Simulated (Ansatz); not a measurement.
A structure relaxed at PBE0-D4/def2-SVP in Ansatz, charge 0, singlet:

```csv
atom,x (Å),y (Å),z (Å)
Si1,-1.4963,0.2632,-0.6318
N2,0.0254,-0.1726,0.0791
C3,0.3916,0.2829,1.3958
C4,1.1393,-0.5833,-0.7367
H5,0.9612,-0.4967,1.9358
H6,-0.5050,0.5072,1.9941
H7,1.0217,1.1964,1.3820
H8,0.7893,-0.9923,-1.6971
H9,1.8436,0.2442,-0.9623
H10,1.7218,-1.3777,-0.2334
H11,-2.5429,0.1834,0.4322
H12,-1.7830,-0.7012,-1.7371
H13,-1.5667,1.6465,-1.2207
```

Give its formula, name or SMILES and point group.

Si(NMe2)H3 (C₂H₉NSi). Point group Cs (tolerance 0.1 Å).

Summarise the bond lengths by kind (pairs closer than 1.2 times the sum of covalent radii, bridged metal pairs left out).

2 × C–N 1.44 Å; 1 × N–Si 1.74 Å; 6 × C–H 1.10 to 1.11 Å; 3 × H–Si 1.49 to 1.51 Å.
